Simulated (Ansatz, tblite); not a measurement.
Removing and adding an electron: Ir(PH3)2H5 (P2IrH11). Total charge 0; singlet. Geometry: PBE-D4/def2-SVP. Ansatz, gas phase; energy differences of separate SCF runs; the oxidised species was run as a doublet alone; the reduced species was run as a doublet alone.

```csv
atom,x (Å),y (Å),z (Å)
Ir1,0.0002,0.0012,0.0003
P2,-0.2175,-0.4746,2.2353
H3,0.7604,0.0197,3.1537
H4,-0.2238,-1.8394,2.6609
H5,-1.3874,-0.0403,2.9332
P6,0.2173,0.4735,-2.2356
H7,-0.7198,-0.0813,-3.1619
H8,1.4185,0.0992,-2.9144
H9,0.1524,1.8330,-2.6735
H10,0.2529,1.5897,0.3786
H11,-1.4635,0.7676,-0.0014
H12,-1.1637,-1.1233,-0.3325
H13,0.7496,-1.4514,-0.2432
H14,1.6245,0.2263,0.2005
```

In the def2 sets Ir takes a core potential; there is no spin–orbit coupling. The xTB rows come from tblite.

(1) Estimate orbital energies and vertical ionisation energies and electron affinities at: GFN1-xTB; GFN2-xTB; PBE-D4/def2-TZVPD; r2SCAN-D4/def2-TZVP; r2SCAN-D4/def2-TZVPD; PBE0-D4/def2-TZVP; PBE0-D4/def2-TZVPD.

## Answers

(1) 
| level | −HOMO (eV) | vertical IE (eV) | −LUMO (eV) | vertical EA (eV) | HOMO–LUMO gap (eV) | IE − EA (eV) | remarks |
| --- | --- | --- | --- | --- | --- | --- | --- |
| GFN1-xTB | 11.01 | 14.11 | 6.15 | – | 4.86 | – | – |
| GFN2-xTB | 9.78 | 12.72 | 6.41 | 4.09 | 3.37 | 8.63 | – |
| PBE-D4/def2-TZVPD | 6.42 | – | 1.49 | -0.22 | 4.93 | – | HOMO above zero (-1 doublet) |
| r2SCAN-D4/def2-TZVP | 6.73 | 9.34 | 1.05 | – | 5.67 | – | – |
| r2SCAN-D4/def2-TZVPD | 6.70 | – | 1.10 | -0.45 | 5.60 | – | HOMO above zero (-1 doublet) |
| PBE0-D4/def2-TZVP | 7.54 | 9.43 | 0.47 | – | 7.07 | – | – |
| PBE0-D4/def2-TZVPD | 7.52 | – | 0.67 | -0.45 | 6.85 | – | HOMO above zero (-1 doublet) |

Run but left out: PBE-D4/def2-TZVP (charge +1 doublet: an occupied level 0.11 eV above an empty one).   A HOMO above zero means that the electron is unbound at that level or that self-interaction error raises the level; the energy of removing that electron tells which. Raw xTB energy differences between charge states are shifted by several eV; the methods need an empirical correction for them. A negative affinity means that the extra electron isn't bound; its size then hangs on the basis.
